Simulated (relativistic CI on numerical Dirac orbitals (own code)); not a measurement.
## Level scheme of Os⁶⁷⁺

Calculated at this level of theory: Dirac-Coulomb-Breit CI, orbitals from a KLI potential per configuration, QED by a radiative potential, unscaled Slater integrals (own radial code, finite nucleus).

CI space (outside the closed core 1s2): 2s2 2p5, 2s 2p6, 2p6 3s, 2s2 2p4 3s, 2p6 3p, 2s2 2p4 3p, 2p6 3d, 2s2 2p4 3d, 2s 2p5 3s, 2s 2p5 3p, 2s 2p5 3d, 2s2 2p4 4s, 2s2 2p4 4p, 2s2 2p4 4d, 2s2 2p4 4f, 2s2 2p3 3s2. Levels of other configurations are missing.

The lowest level is 2s2 2p5 2P°_3/2, with 100 % of that term; Hund's rules for 2s2 2p5 give 2P° with J = 3/2, in agreement.

| No. | Configuration | Term | J | E (Ry) | % | Next component (%) | Landé g | Lifetime (s) |
| --- | --- | --- | --- | --- | --- | --- | --- | --- |
| 1 | 2s2 2p5 | 2P° | 3/2 | 0.000 | 100 |  | 1.296 |  |
| 2 | 2s2 2p5 | 2P° | 1/2 | 115.595 | 100 |  | 0.614 | 2.86e-11 |
| 3 | 2s 2p6 | 2S | 1/2 | 152.345 | 100 |  | 1.950 | 3.50e-14 |
| 4 | 2s2 2p4 3s | 4P | 5/2 | 656.152 | 68 | 32 2D | 1.439 | 2.25e-14 |
| 5 | 2s2 2p4 3s | 2P | 3/2 | 656.996 | 56 | 32 2D | 1.166 | 3.76e-15 |
| 6 | 2s2 2p4 3s | 2S | 1/2 | 661.140 | 65 | 23 4P | 1.985 | 7.55e-15 |
| 7 | 2s2 2p4 3p | 4P° | 3/2 | 666.637 | 31 | 26 2P° | 1.437 | 1.43e-12 |
| 8 | 2s2 2p4 3p | 2D° | 5/2 | 666.771 | 37 | 27 4D° | 1.173 | 4.90e-13 |
| 9 | 2s2 2p4 3p | 2P° | 1/2 | 671.348 | 73 | 19 4D° | 0.645 | 6.02e-13 |
| 10 | 2s2 2p4 3p | 4D° | 7/2 | 699.124 | 68 | 32 2F° | 1.309 | 3.80e-13 |
| 11 | 2s2 2p4 3p | 2D° | 5/2 | 699.131 | 51 | 40 4P° | 1.307 | 3.82e-13 |
| 12 | 2s2 2p4 3p | 2P° | 1/2 | 699.204 | 51 | 38 2S° | 1.277 | 3.90e-13 |
| 13 | 2s2 2p4 3p | 2P° | 3/2 | 702.902 | 48 | 29 2D° | 1.307 | 2.15e-13 |
| 14 | 2s2 2p4 3p | 2P° | 3/2 | 704.879 | 70 | 13 4D° | 1.313 | 4.10e-13 |
| 15 | 2s2 2p4 3d | 4D | 3/2 | 710.280 | 32 | 31 2D | 1.175 | 3.50e-14 |
| 16 | 2s2 2p4 3d | 4D | 5/2 | 710.454 | 34 | 26 2F | 1.141 | 1.09e-14 |
| 17 | 2s2 2p4 3d | 2F | 7/2 | 710.492 | 38 | 29 2G | 1.084 | 6.62e-13 |
| 18 | 2s2 2p4 3d | 4P | 1/2 | 710.735 | 51 | 27 2P | 1.693 | 2.48e-15 |
| 19 | 2s2 2p4 3d | 2D | 3/2 | 715.165 | 70 | 16 4F | 0.816 | 7.96e-14 |
| 20 | 2s2 2p4 3d | 2F | 7/2 | 717.811 | 50 | 41 4D | 1.231 | 3.49e-12 |
| 21 | 2s2 2p4 3d | 4F | 9/2 | 717.853 | 68 | 32 2G | 1.237 | 6.83e-12 |
| 22 | 2s2 2p4 3d | 2P | 1/2 | 718.935 | 61 | 22 2S | 1.160 | 1.14e-15 |
| 23 | 2s2 2p4 3d | 2D | 5/2 | 720.795 | 51 | 21 2F | 1.197 | 5.45e-16 |
| 24 | 2s2 2p4 3d | 2P | 3/2 | 720.884 | 48 | 31 2D | 1.189 | 4.45e-16 |
| 25 | 2s2 2p4 3d | 2D | 5/2 | 723.618 | 70 | 10 4D | 1.184 | 8.22e-16 |
| 26 | 2s2 2p4 3s | 4P | 3/2 | 772.331 | 87 | 11 2P | 1.647 | 3.95e-14 |
| 27 | 2s2 2p4 3s | 2P | 1/2 | 773.078 | 66 | 33 4P | 1.298 | 4.18e-15 |
| 28 | 2s2 2p4 3s | 2D | 5/2 | 773.825 | 68 | 32 4P | 1.291 | 2.06e-14 |
| 29 | 2s2 2p4 3s | 2D | 3/2 | 774.314 | 66 | 33 2P | 0.938 | 4.92e-15 |
| 30 | 2s2 2p4 3p | 4P° | 1/2 | 782.423 | 51 | 27 4D° | 1.762 | 7.75e-12 |
| 31 | 2s2 2p4 3p | 4D° | 3/2 | 782.898 | 54 | 21 2D° | 1.130 | 1.26e-12 |
| 32 | 2s2 2p4 3p | 2F° | 5/2 | 783.926 | 53 | 30 2D° | 1.025 | 8.17e-13 |
| 33 | 2s2 2p4 3p | 2P° | 3/2 | 787.219 | 47 | 24 2D° | 1.289 | 5.90e-13 |
| 34 | 2s 2p5 3s | 4P° | 5/2 | 803.709 | 98 | 1 2s2 2p4 3p 4D° | 1.559 | 7.28e-14 |
| 35 | 2s 2p5 3s | 2P° | 3/2 | 805.872 | 71 | 27 4P° | 1.396 | 5.36e-15 |
| 36 | 2s 2p5 3s | 2P° | 1/2 | 810.708 | 82 | 11 4P° | 0.918 | 4.74e-15 |
| 37 | 2s 2p5 3s | 2P° | 3/2 | 811.506 | 78 | 18 4P° | 1.382 | 3.26e-14 |
| 38 | 2s 2p5 3p | 4P | 3/2 | 814.709 | 44 | 30 4S | 1.634 | 4.18e-15 |
| 39 | 2s 2p5 3p | 2D | 5/2 | 814.774 | 44 | 39 4D | 1.296 | 1.60e-15 |
| 40 | 2s2 2p4 3p | 4D° | 5/2 | 815.345 | 55 | 29 4P° | 1.394 | 3.33e-13 |
| 41 | 2s2 2p4 3p | 2D° | 3/2 | 815.763 | 53 | 24 4P° | 1.206 | 2.56e-13 |
| 42 | 2s2 2p4 3p | 2P° | 1/2 | 815.864 | 36 | 26 4P° | 1.460 | 5.68e-14 |
| 43 | 2s2 2p4 3p | 2F° | 7/2 | 816.537 | 68 | 32 4D° | 1.205 | 2.87e-13 |
| 44 | 2s2 2p4 3p | 2P° | 3/2 | 817.247 | 41 | 29 2D° | 1.307 | 1.45e-13 |
| 45 | 2s2 2p4 3p | 2D° | 5/2 | 817.526 | 68 | 15 2F° | 1.180 | 2.32e-13 |

Energies count from the lowest computed level; ° marks odd parity; lifetimes are radiative, by E1, M1, E2, M2 decay to levels of this space only.

The mean weight of the leading LS term, summed over parents, in these 45 levels is 60 %, and that of the leading jj configuration (from the same eigenvectors) 99 %, so jj coupling describes them better and the LS labels are nominal.

At this charge energies of transitions that change n are usually good to better than 1 %, and those within a shell (Δn = 0) to a few per cent.

LS names give the leading component of a level, which can be under half, so a name can repeat, a term be missing and a line seem to break the LS rules.
